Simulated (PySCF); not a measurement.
## Dipole response of Tl+ (thallium, charge +1)

[Xe] 4f14 5d10 6s2, closed-shell 1S. Computed with PySCF 2.14 in aug-cc-pwCVTZ-DK3 with one added diffuse shell each of s, d, f type (12s10p9d6f1g, 138 functions), with the spin-free X2C one-electron Hamiltonian (Gaussian nucleus). Coupled (time-dependent) response in atomic units; α is the mean over directions.

| method | mean α (bohr³) | C₆ (like pair) | S(−4) |
| --- | --- | --- | --- |
| PBE0 | 20.72 | 166.6 | 129.2 |

S(−4) is the Cauchy moment in α(ω) = α(0) + S(−4) ω² + …

α(iu) at PBE0:

```csv
u (hartree),α(iu) (bohr³)
0,20.72
0.0500,20.40
0.100,19.53
0.200,16.85
0.300,14.06
0.500,9.953
0.750,7.048
1.00,5.368
1.50,3.507
2.00,2.497
3.00,1.452
5.00,0.6621
```

A single London oscillator, α(iu) = α/(1 + u²/ω²), gives C₆ = (3/4) ω α². Matching the computed C₆ needs ω = 4 × 166.6 / (3 × 20.72²) = 0.517 hartree.

For an ion, C₆ is the dispersion term alone; charge-induced terms of lower order in 1/R come first.

Spin-orbit coupling, which splits the p, d and f shells strongly at this Z, is absent.
